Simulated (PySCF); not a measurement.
Bonds: B1-F2 1.355 Å, B1-F3 1.355 Å, B1-P4 2.068 Å, B1-P8 2.069 Å, P4-B5 2.068 Å, B5-F6 1.354 Å, B5-F7 1.355 Å, B5-P8 2.069 Å. P4 carries H9, H10; P8 carries H11, H12.

Geometry: PBE0-D3(BJ)/def2-SVP; GIAO absolute shieldings from PySCF 2.14.0 with density-fitted response routines, gas phase, non-relativistic, averaged over equivalent atoms.

At PBE0/pcSseg-1 (170 basis functions, 72 s wall time on 1 thread of an Intel Xeon, shared host):
```csv
atoms,σ (ppm)
B1/B5,99.9
F2/F3/F6/F7,305.2
P4/P8,439.1
H9/H10/H11/H12,26.84
```

Predict the values at B3LYP/pcSseg-1 on the same geometry.

Results:


```
         atoms  σ at B3LYP/pcSseg-1  change
         B1/B5                 95.9    -4.0
   F2/F3/F6/F7                300.8    -4.4
         P4/P8                417.4   -21.7
H9/H10/H11/H12                27.13   +0.29
```

The largest change is at P4/P8 (phosphorus bonded to 2 B, 2 H). Cost: 170 basis functions, 49 s wall time on 1 thread of an Intel Xeon, shared host.
